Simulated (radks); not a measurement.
Results of a calculation; reference values are marked as such.
Charge is removed step by step from the 5p up level of Sb, starting from [Kr] 4d10 5s2 5p(up 3, down 0). Level of theory: scalar-relativistic Kohn-Sham, PBE, spin-polarised, spherical densities, point nucleus (a radial shooting solver on a logarithmic mesh with Libxc functionals).

| removed (e) | E - E(0) (eV) | eigenvalue (eV) | E minus straight line (eV) |
|---|---|---|---|
| 0 | 0.000 | -5.467 | 0.000 |
| 0.25 | 1.577 | -7.168 | -0.664 |
| 0.5 | 3.588 | -8.932 | -0.896 |
| 0.75 | 6.047 | -10.753 | -0.679 |
| 1 | 8.968 | -12.624 | 0.000 |

Removing the whole electron costs 8.968 eV by Delta-SCF, against 5.467 eV from minus the eigenvalue at the starting occupation. Slater's transition state (half an electron removed) gives 8.932 eV. Integrating minus the eigenvalue over the occupation (Janak's theorem) gives 8.970 eV. In this scalar-relativistic scheme the density is built from large components alone, so the theorem holds only approximately. The mean slope of the eigenvalue, de/dn, is 7.16 eV per electron. Ionisation energy of Sb in the NIST Atomic Spectra Database: 8.608 eV (measured).
